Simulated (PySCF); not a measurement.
A calculated (BP86, PySCF 2.14, cc-pVTZ-DK, the spin-free X2C one-electron Hamiltonian (Gaussian nucleus)) atom or ion has these occupied shells.

```tsv
shell	electrons	orbital energy (eV)	rms radius, mean of both spins (bohr)
1s α	1	-4867.9	0.0804
1s β	1	-4867.9	0.0804
2s α	1	-537.10	0.353
2s β	1	-536.60	0.353
2p α	3	-444.43	0.322
2p β	3	-444.04	0.322
3s α	1	-63.128	1.08
3s β	1	-61.557	1.08
3p α	3	-39.366	1.18
3p β	3	-37.811	1.18
3d α	2	-5.299	1.82
4s α	1	-4.760	3.79
4s β	1	-4.300	3.79
```

Name the element and its charge.

Ti (titanium, neutral), in [Ar] 3d2 4s2, high-spin 3F determinant.
